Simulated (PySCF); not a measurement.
**Variants of one PySCF input: ZnN**

Base input, run as `OMP_NUM_THREADS=1 python input.py` with PySCF 2.14:

```python
from pyscf import gto, scf

mol = gto.M(
    atom='Zn 0 0 0; N 0 0 1.937',
    basis='jorge-dzp-dkh',
    charge=0,
    spin=3,
    verbose=3,
)
mf = scf.UHF(mol)
mf = mf.sfx2c1e()
mf.kernel()
mf.dip_moment()
print('orbital energies (hartree):', [e[max(0, n-3):n+3].round(4) for e, n in zip(mf.mo_energy, mol.nelec)])
```

Base result: E(SCF) = -1848.480974 Eh, ⟨S²⟩ = 3.808, μz(SCF) = -1.63 D. The bond length is a typed value, not an optimised one. No search for the lowest solution was made.

It ran on Arm Neoverse V1 (1 thread, shared host) in 1.3 s, peak memory 0.12 GiB.

Each row names what differs from the base; energies in brackets are changes from the base.

```tsv
change	result	wall time (s)
charge: 0 → 1; spin (2S): 3 → 4 [another spin of the ion may lie lower] [a high spin state]	E(SCF) = -1848.193102 Eh (+7.8334 eV), ⟨S²⟩ = 6.008	1.3
geometry: bond 1.937 → bond 1.705	E(SCF) = -1848.453000 Eh (+0.7612 eV), ⟨S²⟩ = 3.775, μz(SCF) = -1.75 D	1.3
cycle limit: 50 → 5	not converged: SCF	1.1
spin (2S): 3 → 39 [unsound on purpose]	stops with AssertionError	0.77
geometry: bond 1.937 → bond 2.421	E(SCF) = -1848.495049 Eh (-0.3830 eV), ⟨S²⟩ = 3.822, μz(SCF) = 0.31 D	1.3
geometry: bond 1.937 → bond 2.073	E(SCF) = -1848.485972 Eh (-0.1360 eV), ⟨S²⟩ = 3.837, μz(SCF) = -0.93 D	1.3
cycle limit: 50 → 3 [unsound on purpose]	not converged: SCF	1.1
step after the SCF: none → ccsd(t); frozen orbitals: default → 6	E(SCF) = -1848.480974 Eh (+0.0000 eV), E(CCSD) − E(SCF) = -0.53155 Eh, (T) = -0.01489 Eh, ⟨S²⟩ = 3.808, μz(SCF) = -1.63 D	38
spin-free X2C: on → off [unsound on purpose]	E(SCF) = -1827.110594 Eh, ⟨S²⟩ = 3.803, μz(SCF) = -1.86 D	1.3
geometry: bond 1.937 → bond 1.879	E(SCF) = -1848.477438 Eh (+0.0962 eV), ⟨S²⟩ = 3.796, μz(SCF) = -1.79 D	1.3
convergence threshold: default → 1e-07	E(SCF) = -1848.480974 Eh (+0.0000 eV), ⟨S²⟩ = 3.809, μz(SCF) = -1.63 D	1.2
length unit: angstrom → bohr [unsound on purpose]	E(SCF) = -1847.210230 Eh (+34.5787 eV), ⟨S²⟩ = 3.768, μz(SCF) = 1.71 D	1.3
step after the SCF: none → tdhf; number of roots: default → 3	E(SCF) = -1848.480974 Eh (+0.0000 eV), ⟨S²⟩ = 3.808, μz(SCF) = -1.63 D, first excitations without spin–orbit coupling 1.91, 1.91, 2.99 eV	22
geometry: bond 1.937 → bond 0.3 [unsound on purpose]	E(SCF) = -1780.412342 Eh, ⟨S²⟩ = 3.758, μz(SCF) = 0.89 D	1.3
basis set: jorge-dzp-dkh → def2-svpd; spin-free X2C: on → off	E(SCF) = -1831.877578 Eh, ⟨S²⟩ = 3.807, μz(SCF) = -1.82 D	0.99
electric field along z (a.u.): none → 0.01	E(SCF) = -1848.478718 Eh (+0.0614 eV), ⟨S²⟩ = 3.822, μz(SCF) = 0.67 D	1.3
smearing width (hartree): none → 0.005 [smearing does not keep the typed spin]	E(SCF) = -1848.177712 Eh (+8.2522 eV), μz(SCF) = -5.40 D	1.4
PCM solvent, dielectric constant: none → 32.6	E(SCF) = -1848.502139 Eh (-0.5759 eV), ⟨S²⟩ = 3.781, μz(SCF) = -3.52 D	4.1
basis set: jorge-dzp-dkh → def2-tzv2p [unsound on purpose]	stops with BasisNotFoundError (def2-tzv2p)	0.75
Cartesian functions: off → on	E(SCF) = -1848.492335 Eh (-0.3091 eV), ⟨S²⟩ = 3.809, μz(SCF) = -1.63 D	1.5
charge: 0 → 2 [another spin of the ion may lie lower]	E(SCF) = -1847.647363 Eh (+22.6837 eV), ⟨S²⟩ = 3.755	1.3
```

Problem. Order these changes by how far they move the SCF energy from the base, largest first: (1) Cartesian functions: off → on; (2) PCM solvent, dielectric constant: none → 32.6; (3) geometry: bond 1.937 → bond 1.705; (4) geometry: bond 1.937 → bond 2.421.

Solution. (3) +0.7612 eV, (2) -0.5759 eV, (4) -0.3830 eV, (1) -0.3091 eV.
